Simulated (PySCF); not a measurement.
SMILES c1c[se]c(-c2nccs2)c1 (C7H5NSSe), GFN2-xTB optimised geometry.

```
15

C     -0.21    -2.99     0.00
C      1.15    -2.99     0.00
Se     1.87    -1.28     0.00
C      0.10    -0.68     0.00
C     -0.13     0.72     0.00
N      0.84     1.58     0.00
C      0.40     2.85     0.00
C     -0.95     3.00     0.00
S     -1.72     1.46     0.00
C     -0.80    -1.71     0.00
H     -0.80    -3.90     0.00
H      1.78    -3.86     0.00
H      1.11     3.66     0.00
H     -1.54     3.90     0.00
H     -1.87    -1.55     0.00
```

Density from B3LYP/def2-TZVP in PySCF at that geometry.

Minimum of the electron density along straight lines between bonded atoms, close to the bond critical point (lines longer than 1.1 times the sum of covalent radii, or with two minima, are not listed):

```tsv
bond	length / Å	ρ at the minimum / e bohr⁻³	∇²ρ there / e bohr⁻⁵	position (fraction from the first atom)
C1–C2	1.362	0.334	-0.99	0.49
C2–Se3	1.855	0.176	-0.20	0.50
Se3–C4	1.871	0.172	-0.20	0.51
C4–C5	1.421	0.304	-0.91	0.49
C5–N6	1.295	0.384	(withheld)	0.37
N6–C7	1.347	0.342	-1.13	0.62
C7–C8	1.360	0.337	-1.00	0.49
C5–S9	1.758	0.203	(withheld)	0.48
C8–S9	1.722	(withheld)	-0.45	0.48
C1–C10	1.409	0.309	-0.90	0.50
C4–C10	1.370	0.329	-0.97	0.52
C1–H11	1.077	0.289	-1.04	0.65
C2–H12	1.075	0.290	-1.05	0.65
C7–H13	1.075	0.295	-1.09	0.65
C8–H14	1.071	0.293	-1.07	0.65
C10–H15	1.077	0.289	-1.04	0.65
```

Question: What belongs in the gaps?

Answer: 
- C5–N6, ∇²ρ there / e bohr⁻⁵: -1.27
- C5–S9, ∇²ρ there / e bohr⁻⁵: -0.38
- C8–S9, ρ at the minimum / e bohr⁻³: 0.216
